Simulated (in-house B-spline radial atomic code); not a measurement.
Checks on a self-consistent run for B2+, 1s1 2s2. Level of theory: Dirac-Hartree-Fock, average of configuration, Fermi nucleus of rms radius 2.406 fm; calculated with a B-spline radial code for spherical atoms.

| orbital | q | ε (Eh) | <1/r> | <r²> | small-component weight |
| --- | --- | --- | --- | --- | --- |
| 1s1/2 | 1 | -10.82449 | 4.90328 | 0.136077 | 0.00032025 |
| 2s1/2 | 2 | -1.57510 | 1.02546 | 2.56044 | 5.614e-05 |

Electron-electron repulsion V_ee = 2.2702 hartree.

Q: What total energy follows from the eigenvalues?

A: The eigenvalues count the repulsion twice, so E = Σqε - V_ee = -13.975 - 2.270 = -16.245 hartree; the run printed -16.245.

Q: Does the Dirac virial theorem hold?

A: For a point nucleus E = -2c²Σq·w, with w the small-component weight. Here Σq·w = 0.00043253 and c = 137.0360, so the ratio E/(-2c²Σq·w) is 1.000000.

Q: What diamagnetic shielding (Lamb formula) and susceptibility (Langevin formula) do the radii give?

A: σ = (α²/3)Σq<1/r> = 6.95419/(3·137.036²) = 123.44 ppm, and χ = -0.79199×10⁻⁶·Σq<r²> = -4.163×10⁻⁶ cm³/mol with Σq<r²> = 5.257 bohr². Both are non-relativistic formulas without the paramagnetism of open shells.
